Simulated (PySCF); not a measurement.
**Radial density of V (vanadium, neutral)**

B2PLYP, [Ar] 3d2 4s2 5s1, high-spin 4F determinant (an excited configuration). Computed with PySCF 2.14 in aug-cc-pVTZ with one added diffuse shell each of s, p, d, f, g type (9s8p6d4f3g, 118 functions), with no relativity, point nucleus.

```tsv
r (bohr)	4πr²ρ (e/bohr)	4πr²(ρα − ρβ)
0.00118	0.1362	0.0000
0.00199	0.3712	0.0000
0.00335	0.9870	0.0001
0.00563	2.514	0.0003
0.00947	5.964	0.0006
0.0159	12.56	0.0013
0.0268	21.69	0.0020
0.0450	27.31	0.0022
0.0758	23.15	0.0023
0.127	21.98	0.0162
0.214	29.76	0.1021
0.361	16.74	0.4829
0.607	9.521	1.3447
1.02	9.884	1.5332
1.72	2.413	0.6636
2.89	0.9107	0.0883
4.85	0.1857	0.0360
8.17	0.1538	0.1517
13.7	0.02719	0.0272
23.1	9.155e-05	0.0001
```

The outer electron is Rydberg-like, and this basis confines it to a smaller radius and binds it less than a complete one would.
